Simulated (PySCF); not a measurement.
C₂HF₃O₂, charge -1, doublet, at the geometry of the source list (a state made from the parent by changing its charge; the spin is typed, not shown lowest) (in this run its highest filled SCF level lies above zero, so its values depend strongly on the basis, on diffuse functions most of all). Base run: MN15/3-21G in PySCF.

Here is a job for PySCF.
```python
from pyscf import gto, scf, dft

mol = gto.Mole()
mol.atom = '''
    O     1.241000   -0.787300    0.342000
    C     0.605400    0.297000   -0.049000
    O     1.087200    1.344500   -0.345400
    C    -0.930400    0.018900   -0.075100
    F    -1.374400   -0.334200    1.135200
    F    -1.611400    1.092800   -0.461800
    F    -1.222700   -0.977000   -0.917300
    H     2.205300   -0.654600    0.371500
'''
mol.basis = '3-21g'
mol.charge = -1
mol.spin = 1
mol.verbose = 4
mol.build()

mf = dft.UKS(mol)
mf.xc = 'mn15'
mf.kernel()
```

Each row names what was changed in the base input (with any setting that the change needs).

```tsv
change	ΔE vs base (mEh)	grid points	electrons on the grid
base	0.000	109000	57.00000
grids.level = 2	-0.003	85016	57.00000
grids.radi_method = mura_knowles	0.000	104032	57.00000
grids.level = 4	0.009	215952	57.00000
grids.atom_grid = (75, 302)	0.000	114024	57.00000
grids.prune = dft.gen_grid.treutler_prune	0.012	95208	56.99999
grids.atom_grid = (99, 590)	0.008	253960	57.00000
grids.level = 5	0.008	327088	57.00000
grids.radi_method = gauss_chebyshev	0.002	106696	57.00000
grids.level = 0	441.7	8224	56.97958
grids.prune = off	0.005	173656	56.99999
```

Open shells are given as the SCF converged; they aren't shown to be the lowest states, and a large step between rows can be another state.
